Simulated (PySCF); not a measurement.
## TDDFT excited states: C6H8OSi

Compound: C₆H₈OSi.
Geometry (GFN2-xTB, Å), atoms numbered from 1 in this order:
```
atom  x, y, z in Å
C1     3.1043   -0.6149    0.3611
C2     1.9338   -0.6147    0.6183
C3     0.5413   -0.6246    0.9284
C4    -0.4104   -1.3818    0.0715
C5    -0.4496    0.1294    0.0364
Si6   -1.8736    1.1359    0.7829
C7     0.0661    0.7929   -1.1543
O8    -0.4025    1.8323   -1.5517
H9     4.1301   -0.6134    0.1430
H10    0.3337   -0.5745    1.9919
H11   -0.0137   -1.8908   -0.7963
H12   -1.2390   -1.8891    0.5422
H13   -2.3179    0.3749    1.9596
H14   -2.9531    1.2110   -0.1934
H15   -1.3622    2.4355    1.1999
H16    0.9052    0.3009   -1.6834
```

Level of theory: PySCF, TDDFT CAM-B3LYP/def2-SVPD, vertical, gas phase, core orbitals frozen in the response.

List the vertical singlet excitations with oscillator strengths and describe the spectrum.

| state | E (eV) | λ (nm) | f | main configurations (H = HOMO, L = LUMO) |
| --- | --- | --- | --- | --- |
| S1 | 4.40 | 281.5 | 0.0002 | H→L (48%), H-1→L (34%), H-2→L (12%) |
| S2 | 6.11 | 203.0 | 0.027 | H-1→L (46%), H→L (33%) |
| S3 | 6.37 | 194.7 | 0.0093 | H→L+1 (12%), H→L+7 (9%), H→L+6 (9%) |
| S4 | 6.55 | 189.4 | 0.022 | H-2→L (49%) |
| S5 | 6.74 | 183.8 | 0.015 | H→L+3 (20%), H→L+5 (9%), H-1→L+2 (8%) |
| S6 | 6.94 | 178.5 | 0.022 | H-2→L (21%), H-2→L+3 (16%), H-3→L (14%) |
| S7 | 7.43 | 166.8 | 0.047 | H→L+1 (44%), H→L+2 (11%), H→L+3 (11%) |
| S8 | 7.55 | 164.3 | 0.014 | H-3→L (46%), H-4→L (14%) |

Triplets, Tamm–Dancoff:

```csv
state,E (eV),λ (nm),"main configurations (H = HOMO, L = LUMO)"
T1,3.82,324.3,"H→L (48%), H-1→L (33%), H-2→L (12%)"
T2,5.24,236.5,"H→L (13%), H→L+3 (11%), H-1→L (8%)"
T3,5.54,223.7,"H-2→L (20%), H-6→L (18%), H-3→L (12%)"
```

The lowest singlet comes at 282 nm (425 kJ/mol) in the ultraviolet; it is dark (f under 0.0005); its leading configuration is HOMO→LUMO (48%). The strongest level in the table is S7 at 7.43 eV (167 nm, f = 0.047). Löwdin shares by element: HOMO carbon 47% or more, oxygen 26% (atoms not listed hold the other 27%); LUMO carbon 48% or more, oxygen 32% (atoms not listed hold the other 20%). Orbital energies (eV): HOMO-3 -10.75, HOMO-2 -9.64, HOMO-1 -9.25, HOMO -8.94, LUMO 0.15, LUMO+1 1.08, LUMO+2 1.29. Weighted by f, the mean energy of these states is 6.89 eV. The listed states span 3.14 eV, and the widest gap between neighbours is 1.70 eV (S1 to S2). Only the lowest 8 singlets were computed, as vertical energies without vibronic structure.

One conformer stands for the species.
